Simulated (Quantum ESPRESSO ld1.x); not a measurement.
The numbers below are computed, except where a source is named.
One sound ld1.x (Quantum ESPRESSO 7.5) input for neutral xenon gives E = -7441.3840 hartree in 34 iterations:

```
 &input
    zed=54.0,
    iswitch=1,
    rel=1,
    lsd=1,
    dft='SLA-VWN',
    config='[Xe]',
    prefix='ld1',
    max_out_wfc=37,
    file_charge='ld1.rho',
 /
```

Changed or added lines, one case at a time, and what came of them:

- dft='HF': refused. The program stops in ld1_setup with "HF not implemented yet": ld1.x has no Hartree-Fock; KLI and OEP are its exact-exchange options.
- config='[Xe] 5g1': refused. The program stops in el_config with "l not found:G": the config string knows s, p, d and f alone.
- config='[Xe] 6d-1': harmless. A negative occupation marks a state as unused; the result equals that of the sound run.
- config='[Xe] 8s1': refused. The program stops in el_config with "wrong main quantum number": the config string takes n from 1 to 7 alone.
- rmax=1000.0: harmless. The energy moves by less than 1e-5 hartree against the default mesh (-7441.3840 hartree).
- atom='Xe': harmless. atom and zed name the same element, and the result equals that of the sound run.
- beta=1.5: harmless. The Broyden-type mixing copes: 21 iterations against 34, same energy.
